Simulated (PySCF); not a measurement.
C2H7F3Si2, SMILES C[SiH](C)[Si](F)(F)F (B3LYP/def2-SVP optimised geometry):

```
14

Si    -0.714     1.204     0.000
F     -0.198     2.044     1.281
F     -2.327     1.318    -0.003
F     -0.204     2.013    -1.306
Si     0.041    -1.010     0.000
C     -0.682    -1.907    -1.496
C      1.929    -1.010     0.000
H     -0.474    -1.621     1.263
H     -0.362    -2.961    -1.501
H     -0.348    -1.443    -2.438
H     -1.784    -1.887    -1.477
H      2.327    -0.477     0.878
H      2.326    -0.523    -0.905
H      2.312    -2.044     0.028
```

Calculation: B3LYP/def2-TZVP run with PySCF 2.14.0.

Task: What are the frontier orbital energies and the dipole moment?

Result: HOMO-2 -9.40 eV, HOMO-1 -9.19 eV, HOMO -8.57 eV, LUMO -0.38 eV, LUMO+1 -0.37 eV; dipole moment 3.39 D.

On the same geometry PBE/def2-TZVP (PySCF 2.14.0) gives HOMO-2 -8.23 eV, HOMO-1 -8.09 eV, HOMO -7.45 eV, LUMO -1.01 eV, LUMO+1 -0.99 eV; dipole moment 3.30 D.

Meta-Löwdin charges at B3LYP/def2-TZVP: Si1 1.42, F2 -0.49, F3 -0.49, F4 -0.50, Si5 0.54, C6 -0.57, C7 -0.57, H8 -0.10, H9 0.13, H10 0.13, H11 0.13, H12 0.13, H13 0.13, H14 0.13.
